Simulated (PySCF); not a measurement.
Input and output of a geometry optimisation on `[CH]1[GaH2-][O]C=1`.

Computed with PBE0-D3(BJ)/def2-SVP geometry optimisation, gas phase in PySCF 2.14.0.

Input of the driver that calls PySCF (job settings, then Cartesian coordinates in Å, the GFN2-xTB start):

```
{"job": {"xc": "PBE0", "basis": "def2-SVP", "d3": "d3bj", "grid": 1, "kind": "geom"}, "charge": -1, "multiplicity": 1}
C      1.1052    -0.3164     0.0359
C      0.5641     0.9131    -0.0163
Ga    -1.1649    -0.0533    -0.0345
O      0.2605    -1.3742     0.0410
H      2.1707    -0.5852     0.0761
H      1.2023     1.7971    -0.0222
H     -2.0335    -0.2228    -1.3357
H     -2.0953    -0.1489     1.2311
```

Output:

```
step   0  E = -2077.91109715  max force = 0.022060
step   1  E = -2077.91307315  max force = 0.007716
step   2  E = -2077.91382682  max force = 0.003698
step   3  E = -2077.91392064  max force = 0.001617
step   4  E = -2077.91394287  max force = 0.000977
step   5  E = -2077.91395436  max force = 0.000507
step   6  E = -2077.91395683  max force = 0.000237
optimisation converged
```

Energies are in Eh and forces in Eh/bohr. The run used 94 basis functions and 46 SCF iterations in all.

Hardware: one thread, Arm Neoverse V1 (aarch64), no GPU, shared host with 32 logical CPUs at a one-minute load of 15. Cost: 15 s of wall time, 0.47 GiB resident at most.

Problem. How much energy does the optimisation gain, and how much of it in the first step?

Solution. 1.8 kcal/mol (78 meV) from step 0 to step 6; the first step changes the energy by -1.2 kcal/mol. The largest force component goes from 0.0221 to 0.00024 Eh/bohr.

Final geometry (Å):

```
atom  x, y, z in Å
C1     0.484   -1.465   -0.165
C2    -0.056   -0.221   -0.206
Ga3   -1.832   -1.132   -0.232
O4    -0.353   -2.499   -0.165
H5     1.569   -1.717   -0.131
H6     0.531    0.702   -0.210
H7    -2.693   -1.283   -1.589
H8    -2.765   -1.221    1.081
```

Point group Cs. Stationary, but not proved a minimum. After the best overlay, start and end differ by 0.05 Å (root mean square over atoms). The end geometry stands in another orientation or position than the input.
